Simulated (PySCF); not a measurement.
Si(H)(Cl) cation (ClHSi), SMILES [SiH]Cl (connectivity only; charge and spin as stated), charge +1, multiplicity 2.

Geometry: B3LYP-D3(BJ)/def2-TZVP. The spin state was assumed, not searched. The isomer is the one that the SMILES or the coordinates give; other isomers of the formula were not compared.

All values below come from SMD-ωB97X/6-31G* (PySCF).

Solvation free energies are E(SMD) − E(gas) at the gas-phase geometry, for 1 M in both phases.

Task: Estimate the solvation free energies in water, acetone, methanol. (Estimate from the structure and the level; the computed values follow.)

Result: 
| solvent | ΔG(solv) (kcal/mol) | its non-electrostatic (CDS) part |
|---|---|---|
| water | -62.7 | 0.9 |
| acetone | -62.5 | -1.3 |
| methanol | -63.7 | -1.3 |
